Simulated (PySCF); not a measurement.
CaO₂, SMILES [O]1[O][Ca]1. Atoms are numbered in the order given.

```xyz
3

Ca     0.0000     0.0000     0.8088
O      0.0000    -0.7424    -1.0109
O      0.0000     0.7424    -1.0109
```
Charge 0, spin multiplicity 1.

Geometry optimised at PBE0-D3(BJ)/def2-TZVP.

All values below come from PySCF with PBE/def2-TZVPD.

Symmetry labels are those of the subgroup C2v that the program uses (full group C2v).

Computed valence orbital energies around the gap with their symmetry:
```
orbital  symmetry  energy (eV)
-------  --------  -----------
HOMO−7         B2       -25.16
HOMO−6         A1       -22.12
HOMO−5         B2       -16.98
HOMO−4         A1        -8.08
HOMO−3         B1        -6.77
HOMO−2         A1        -6.48
HOMO−1         B2        -3.84
HOMO           A2        -3.03
LUMO           A1        -2.46
LUMO+1         B2        -0.79
LUMO+2         B1        -0.72
LUMO+3         A1        -0.27
```
